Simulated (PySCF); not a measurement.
Compound: H7NSSi2.
SMILES with atom numbers: `[NH2:1][SiH2:2][S:3][SiH3:4]` (hydrogens: H5, H6 on N1; H7, H8 on Si2; H9, H10, H11 on Si4)

A GFN2-xTB structure was refined with PBE0-D3(BJ)/def2-SVP geometry optimisation, gas phase (PySCF). Its GFN2-xTB values:

```json
{"coordinate": "N1–Si2", "GFN2-xTB": "1.718 Å"}
{"coordinate": "N1–H5", "GFN2-xTB": "1.008 Å"}
{"coordinate": "Si2–S3", "GFN2-xTB": "2.154 Å"}
{"coordinate": "Si2–H7", "GFN2-xTB": "1.458 Å"}
{"coordinate": "S3–Si4", "GFN2-xTB": "2.140 Å"}
{"coordinate": "Si4–H9", "GFN2-xTB": "1.456 Å"}
{"coordinate": "N1–Si2–S3", "GFN2-xTB": "106.4°"}
{"coordinate": "Si2–N1–H5", "GFN2-xTB": "118.9°"}
{"coordinate": "Si2–S3–Si4", "GFN2-xTB": "105.5°"}
{"coordinate": "S3–Si2–H7", "GFN2-xTB": "102.0°"}
{"coordinate": "S3–Si2–H8", "GFN2-xTB": "110.3°"}
{"coordinate": "S3–Si4–H11", "GFN2-xTB": "106.8°"}
{"coordinate": "H7–Si2–H8", "GFN2-xTB": "113.0°"}
{"coordinate": "H9–Si4–H10", "GFN2-xTB": "111.6°"}
{"coordinate": "N1–Si2–S3–Si4", "GFN2-xTB": "-61°"}
```

How do these coordinates change at the PBE0-D3(BJ)/def2-SVP level?

```json
{"coordinate": "Si4–H9", "PBE0-D3(BJ)/def2-SVP (Å or °)": "1.493", "change": "+0.037"}
{"coordinate": "Si2–H7", "PBE0-D3(BJ)/def2-SVP (Å or °)": "1.494", "change": "+0.036"}
{"coordinate": "S3–Si4", "PBE0-D3(BJ)/def2-SVP (Å or °)": "2.154", "change": "+0.014"}
{"coordinate": "N1–Si2", "PBE0-D3(BJ)/def2-SVP (Å or °)": "1.725", "change": "+0.007"}
{"coordinate": "N1–H5", "PBE0-D3(BJ)/def2-SVP (Å or °)": "1.013", "change": "+0.005"}
{"coordinate": "Si2–S3", "PBE0-D3(BJ)/def2-SVP (Å or °)": "2.149", "change": "-0.005"}
{"coordinate": "Si2–S3–Si4", "PBE0-D3(BJ)/def2-SVP (Å or °)": "96.7", "change": "-8.8"}
{"coordinate": "S3–Si4–H11", "PBE0-D3(BJ)/def2-SVP (Å or °)": "112.6", "change": "+5.8"}
{"coordinate": "H7–Si2–H8", "PBE0-D3(BJ)/def2-SVP (Å or °)": "109.3", "change": "-3.7"}
{"coordinate": "Si2–N1–H5", "PBE0-D3(BJ)/def2-SVP (Å or °)": "122.0", "change": "+3.1"}
{"coordinate": "S3–Si2–H8", "PBE0-D3(BJ)/def2-SVP (Å or °)": "112.6", "change": "+2.3"}
{"coordinate": "S3–Si2–H7", "PBE0-D3(BJ)/def2-SVP (Å or °)": "104.2", "change": "+2.2"}
{"coordinate": "H9–Si4–H10", "PBE0-D3(BJ)/def2-SVP (Å or °)": "109.4", "change": "-2.2"}
{"coordinate": "N1–Si2–S3", "PBE0-D3(BJ)/def2-SVP (Å or °)": "108.6", "change": "+2.2"}
{"coordinate": "N1–Si2–S3–Si4", "PBE0-D3(BJ)/def2-SVP (Å or °)": "-41", "change": "+20"}
```

The energy falls by 5.1 kcal/mol over 11 energy and gradient evaluations, the largest force component goes from 0.0194 to 2.8e-04 Eh/bohr, and the atoms move by 0.455 Å rms after alignment. Among the bonds, Si2–H7, Si4–H9 and Si4–H10 change most and about equally (+0.036 to +0.037 Å). Bonds longer at the end by more than 0.005 Å: 9 of 10; shorter: 0. Among the dihedrals that turn most is H6–N1–Si2–H8, from 64° to 23°. Rotational constants go from 5546, 1959, 1632 to 4781, 2358, 1733 MHz.

The run used 103 basis functions and 73 SCF cycles in all.

No frequency check. One conformer, not necessarily the lowest.
